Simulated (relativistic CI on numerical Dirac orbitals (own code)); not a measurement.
**Nb V: q coefficients and field-shift factors**

These numbers are calculated, not measured: Dirac-Coulomb-Breit CI, separate exchange-only KLI orbitals for each configuration, valence Slater integrals scaled by 0.85, P86 correlation energy added to each configuration, derivatives by finite differences, QED left out (own radial code, finite nucleus).

CI space (outside the closed core [Ar] 3d10 4s2): 4p⁶4d, 4p⁶5s, 4p⁶4f, 4p⁶5p, 4p⁵4d², 4p⁶5d, 4p⁶5f. Double excitations out of closed p, d and f shells are left out; levels of such configurations are missing from the list, as are those of other unlisted configurations, and high levels can miss mixing partners.

With x = (α/α₀)² − 1 an excitation energy changes as ω = ω₀ + qx; K = 2q/ω₀ is the relative enhancement. Terms are leading LS components, so labels can repeat. The field-shift factor is F = δν/δ⟨r²⟩ for the transition from the lowest level.

Lowest level 4p⁶4d ²D3/2.

```csv
Level,ω₀ (cm⁻¹),q (cm⁻¹),K,F (GHz/fm²)
4p⁶4d ²D5/2,1727.2,1655,1.92,0.0247
4p⁶5s ²S1/2,80190.0,-8874,-0.221,5.8
4p⁶5p ²P°1/2,132424.0,-7062,-0.107,1.31
4p⁶5p ²P°3/2,135806.2,-3512,-0.0517,1.27
4p⁶5d ²D3/2,212881.5,-3280,-0.0308,1.35
4p⁶5d ²D5/2,213401.4,-2759,-0.0259,1.36
4p⁶4f ²F°5/2,221755.0,-2463,-0.0222,1.42
4p⁶4f ²F°7/2,221917.9,-2347,-0.0212,1.42
4p⁵4d² ⁴D°1/2,258151.8,3287,0.0255,0.946
4p⁵4d² ⁴D°3/2,258920.8,3803,0.0294,0.951
4p⁵4d² ⁴D°5/2,260199.3,4608,0.0354,0.961
4p⁵4d² ⁴D°7/2,262412.0,6377,0.0486,0.961
4p⁵4d² ⁴G°11/2,269122.7,3740,0.0278,1.03
```

At this charge configurations can still be misplaced by up to about 7 % of their energy.
